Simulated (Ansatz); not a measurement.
Total energies of the cluster H3Au3 from Ansatz at PBE0-D4/def2-TZVPD, gas phase (1 Eh = 27.2114 eV = 2625.5 kJ/mol). The reference geometry is relaxed at PBE-D4/def2-TZVP.

```xyz
6

Au   -0.8602   -0.6216   -1.1299
Au    0.3160   -0.8222    1.2753
Au    0.5442    1.4443   -0.1457
H    -1.3589   -0.0856   -2.5181
H     1.4229    2.3579    0.7797
H    -0.0640   -2.2728    1.7387
```

| state | geometry | energy (Eh) |
| --- | --- | --- |
| charge 0 singlet | reference | -409.02615 |
| charge -1 doublet | reference | -409.08748 |
| free Au atom (doublet) | – | -135.70230 |
| free H atom (doublet) | – | -0.50104 |

In the def2 sets Au takes a core potential; there is no spin–orbit coupling.

(1) Work out the vertical electron affinity, to the doublet.

(2) What is the binding energy per atom against free atoms?

(1) E(charge 0 singlet) − E(charge -1 doublet) = -409.02615 − (-409.08748) = 0.06133 Eh = 1.67 eV.

(2) Atoms: 3 × (-135.70230) + 3 × (-0.50104) = -408.61002 Eh. Binding: -408.61002 − (-409.02615) = 0.41613 Eh = 11.32 eV, or 1.89 eV for each of 6 atoms (no zero-point energy, no counterpoise term).

The structure comes from a short search, and lower isomers may exist.
